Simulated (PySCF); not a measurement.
A calculated (UHF, PySCF 2.14, x2c-TZVPPall with one added diffuse shell each of s, p, d, f type, scalar relativity by spin-free X2C-1e) atom or ion has these occupied shells.

```tsv
shell	electrons	orbital energy (eV)	rms radius, mean of both spins (bohr)
1s α	1	-28075.4	0.0340
1s β	1	-28075.3	0.0340
2s β	1	-4290.1	0.139
2s α	1	-4290.1	0.139
2p α	3	-3845.2	0.124
2p β	3	-3845.2	0.124
3s α	1	-849.02	0.371
3s β	1	-849.01	0.371
3p α	3	-699.42	0.372
3p β	3	-699.39	0.372
3d β	5	-466.68	0.352
3d α	5	-466.67	0.352
4s α	1	-139.25	0.907
4s β	1	-139.24	0.907
4p α	3	-92.315	0.991
4p β	3	-92.285	0.991
4d α	5	-22.437	1.28
4d β	5	-22.398	1.28
5s α	1	-7.030	3.08
5s β	1	-4.912	3.08
5p α	2	-0.556	5.34
```

Question: Name the element and its charge.

Answer: In⁻ (indium, charge -1), in [Kr] 4d10 5s2 5p2, high-spin 3P determinant.
